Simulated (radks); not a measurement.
Values are calculated unless marked as measured or tabulated.
Effect of the nuclear size on the chlorine ion Cl2+, [Ne] 3s2 3p3. Level of theory: Dirac Kohn-Sham, exchange-only LDA, spin-unpolarised, spherical densities, finite nucleus; open shells fill j = l - 1/2 first; Fermi nuclear charge, rms radius 3.3654 fm (a radial shooting solver on a logarithmic mesh with Libxc functionals). The rms radius is varied about that value; shifts are against it.

| rms radius (fm) | total energy shift (eV) | density at nucleus (e/bohr^3) | 1s1/2 shift (meV) | 2s1/2 shift (meV) |
|---|---|---|---|---|
| 2.726 | -0.00480 | 3583 | -2.02 | -0.146 |
| 3.2173 | -0.00120 | 3571 | -0.504 | -0.036 |
| 3.3654 | 0 | 3568 | 0.000 | 0.000 |
| 3.6784 | 0.00271 | 3562 | 1.14 | 0.082 |
| 3.9476 | 0.00523 | 3558 | 2.20 | 0.159 |

Slopes of the eigenvalues against <r^2> in GHz/fm^2, as finite differences over the two radii next to the reference (eigenvalue slopes, not the field-shift constants of lines): 1s1/2 125, 2s1/2 9.03.
